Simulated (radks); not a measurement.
Values are calculated unless marked as measured or tabulated.
Question: The nitrogen anion N2-, [He] 2s2 2p5, held by a Watson sphere: a shell of charge +2 at radius R that stands for the Madelung well of a crystal (potential energy -2/R inside, -2/r outside, in hartree with lengths in bohr). Level of theory: non-relativistic Kohn-Sham, LB94 model potential, spin-polarised, spherical densities, point nucleus; open shells are filled with parallel spins first (a radial shooting solver on a logarithmic mesh with Libxc functionals). Response by self-consistent Sternheimer equations with the Hartree and adiabatic LDA kernel. The sphere does not respond.

R (bohr)  e(2s down) (eV)  e(2p up) (eV)  e(2p down) (eV)  <r> 2p (bohr)  sum of <r^2> (bohr^2)  X-ray form factor at sin(theta)/lambda = 0.2 1/angstrom  alpha (bohr^3)
1.91              -22.464        -12.575          -11.783          1.645                  22.23                                                    5.108           14.47
2.06              -21.732        -11.970          -11.197          1.687                  23.31                                                    5.031           16.48
2.21              -21.051        -11.396          -10.638          1.728                  24.36                                                    4.966           18.73
2.39              -20.299        -10.746          -10.004          1.775                  25.59                                                    4.901           21.77
2.49              -19.911        -10.403           -9.669          1.801                  26.26                                                    4.871           23.64
3.03              -18.127         -8.773           -8.063          1.929                  29.76                                                    4.762           36.25
3.1               -17.930         -8.586           -7.879          1.945                  30.21                                                    4.753           38.23
3.31              -17.377         -8.059           -7.355          1.991                  31.52                                                    4.731           44.76

Estimate the row for R = 2.18 bohr.

Answer: e(2s down) (eV) -21.184; e(2p up) (eV) -11.508; e(2p down) (eV) -10.748; <r> 2p (bohr) 1.720; sum of <r^2> (bohr^2) 24.15; X-ray form factor at sin(theta)/lambda = 0.2 1/angstrom 4.978; alpha (bohr^3) 18.26.
